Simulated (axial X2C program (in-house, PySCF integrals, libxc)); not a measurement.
**Bond lengths and stretching modes, held linear, of TeCN⁺**

Calculated with an in-house all-electron X2C program for linear molecules (integrals from PySCF): two-component X2C with atomic mean-field Coulomb and Gaunt terms, Gaussian nuclei, basis Te dyall-v3z, C dyall-v3z, N dyall-av3z with contracted cores. Spin-free rows use the one-electron spin-free X2C Hamiltonian.

Masses Te 129.906, C 12.000, N 14.003 u. States: 2c Ω = 1 (beyond evenly filled blocks: ω = -1/2, ω = 3/2); spin-free M_S = 1, Λ = 0 (beyond evenly filled blocks: π+α, π-α).

r2SCAN, spin-free: energies above the lowest point

```csv
r(Te–C) (Å),r(C–N) (Å),E (meV)
1.9364,1.1378,96.75
1.9364,1.1670,27.77
1.9364,1.1962,46.18
1.9860,1.1378,62.99
1.9860,1.1670,0.00
1.9860,1.1962,25.17
1.9860,1.2254,120.99
2.0356,1.1378,81.54
2.0356,1.1670,23.50
2.0356,1.1962,54.30
2.0853,1.1670,87.63
2.0853,1.2254,230.58
```

Question: Fit a quadratic surface with cubic terms in each bond: where is the minimum, and what are the two stretching wavenumbers?

Answer: At r2SCAN, spin-free: bonds 1.985 and 1.173 Å; harmonic stretches 504.9 and 2066.3 cm⁻¹; force constants 3.34, 15.9 and coupling 0.62 mdyn/Å.

The other levels and Hamiltonians give:

| Hamiltonian | level | r(Te–C) (Å) | r(C–N) (Å) | lower stretch (cm⁻¹) | upper stretch (cm⁻¹) |
| --- | --- | --- | --- | --- | --- |
| 2c | PBE0 | 1.984 | 1.166 | 509.6 | 2115.1 |
| 2c | r2SCAN | 1.987 | 1.173 | 502.3 | 2064.4 |
| spin-free | PBE0 | 1.982 | 1.166 | 512.3 | 2117.8 |

Each state is one determinant, the lowest of a limited PBE0 search; the stretches come from a fit to these few points and carry an uncertainty of a few per cent. Other orders of the atoms were not compared. Left out for rough or failed fits: HF 2c, MP2 2c, HF spin-free, MP2 spin-free. The molecule was held linear; bending was not examined, so a bent shape may lie lower. Open-shell Ω = 0 determinants with evenly filled partner blocks cannot be reached by this program, so the Ω shown need not be the lowest component. Note: several unpaired electrons, one determinant need not be a pure state.
